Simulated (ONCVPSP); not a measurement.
# What one change does to a pseudopotential (O (Z = 8), ONCV)

ONCVPSP 4.0.1 input, shortened (lines: element, Z, core and valence counts, functional; n l f; lmax; l rc ep ncon nbas qcut; lloc lpopt rc5 dvloc0; l nproj debl; icmod fcfact rcfact), LDA (Perdew-Zunger), scalar-relativistic:

```
  O 8.00    1    2        3      upf
    1    0    2.00
    2    0    2.00
    2    1    4.00
    1
    0    0.95    0.00    4    9    8.10
    1    2.10    0.00    4    7    7.50
    4    5    0.90    6.00
    0    2    3.40
    1    2    3.20
    1    0.45    0.00
```

All-electron outer shells of the reference configuration (LDA (Perdew-Zunger), scalar-relativistic, ld1.x):

```csv
shell,level (eV),outermost node (bohr),outermost maximum (bohr)
1s,-510.89,–,0.13
2s,-23.75,0.28,0.88
2p,-9.20,–,0.82
```

Change: p: rc 2.58.

Cutoffs: the cutoffs (Ha) at which the residual kinetic energy of the hardest occupied pseudo-wave falls to 1 and 0.1 mHa per electron; they do not see the model core or the augmentation charge, which bear on the density cutoff. Errors are all-electron minus pseudo energies relative to the spin-unpolarised reference configuration.

Problem. How do hardness, ghosts and transferability respond?

Solution. The potential gets neither clearly harder nor softer (31 Ha and 158 Ha → 31 Ha and 158 Ha); the s channel sets the loose cutoff, while the largest relative change is in p, which becomes softer; of the 4 tests that both files solve, the error grows in 4 and shrinks in 0 by more than 15 % and 0.3 meV (median size 462.3 → 785.7 meV); neither file shows a bound ghost. More of the atom is replaced by a form fitted at one configuration, so other configurations suffer.

```tsv
quantity	base	changed
cutoff, loose	31 Ha	31 Ha
cutoff, tight	158 Ha	158 Ha
loose cutoff by channel	s 31 Ha, p 18 Ha	s 31 Ha, p 15 Ha
bound ghosts	none	none
GHOST(+) flags under 300 eV	none	none
error for 2s2 2p3, meV [ΔE 16.58 eV]	+114	+203
error for 2s2 2p2, meV [ΔE 50.29 eV]	+811	+1369
error for 2s2 2p1, meV [ΔE 104.26 eV]	+2803	+4517
error for 2s2 2p3.5, meV [ΔE 6.37 eV]	+19	+36
s: phases at 0.96 bohr within 0.05 rad from the reference energy up to (Ha; the scan ends near 5)	to the end of the scan	to the end of the scan
rms error of d²Exc/dni dnj with the model core, mHa	0.91	0.65
```

Changed file: These tests converged, but a pseudo level misses the all-electron one widely, so the file describes the atom poorly there or has found another state: 2s2 2p1: 2p by 4.6 eV.
